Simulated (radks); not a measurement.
Kr III, configuration [Ar] 3d10 4s2 4p4 (the NIST ground configuration).

All-electron calculation, non-relativistic Kohn-Sham, LDA (Slater exchange, Perdew-Wang correlation), spin-polarised, spherical densities, point nucleus; open shells are filled with parallel spins first. Program: a radial shooting solver on a logarithmic mesh with Libxc functionals.

Energy parts (hartree):
part                       energy
total                 -2748.70303
kinetic                2746.44532
electron-nucleus      -6543.81368
Hartree                1139.71572
exchange-correlation    -91.05038

Orbitals (lengths in bohr, moments of r in powers of bohr; <r^-3> diverges for s and p1/2):
orbital  occ.  eigenvalue (hartree)       <r^4>     <r^2>  <r^-3>
1s up       1             -510.9347  0.00001485  0.002419       -
1s down     1             -510.9278  0.00001485  0.002419       -
2s up       1             -67.22586    0.002974   0.04162       -
2s down     1             -67.22127    0.002974   0.04162       -
2p up       3             -60.95974    0.002045   0.03205    1387
2p down     3             -60.95328    0.002045   0.03205    1387
3s up       1             -10.24920      0.1810    0.3383       -
3s down     1             -10.24003      0.1804    0.3380       -
3p up       3              -8.02099      0.2047    0.3488   204.4
3p down     3              -8.01073      0.2036    0.3482   204.5
3d up       5              -4.00806      0.3011    0.3774   26.97
3d down     5              -3.99585      0.2956    0.3750   27.05
4s up       1              -1.68941       10.64     2.633       -
4s down     1              -1.62354       10.87     2.650       -
4p up       3              -1.17069       18.92     3.447   21.56
4p down     1              -1.10729       20.07     3.525   21.29

The highest occupied level is 4p down at -30.131 eV. Spin moment in Bohr magnetons: 2. Summed over all electrons, <r^2> = 25.96 bohr^2, which gives a Langevin (diamagnetic) susceptibility term of -20.6 x 10^-6 cm^3/mol. The electron density at the nucleus is 3.215e+04 e/bohr^3. Virial ratio -V/T = 2.00082.
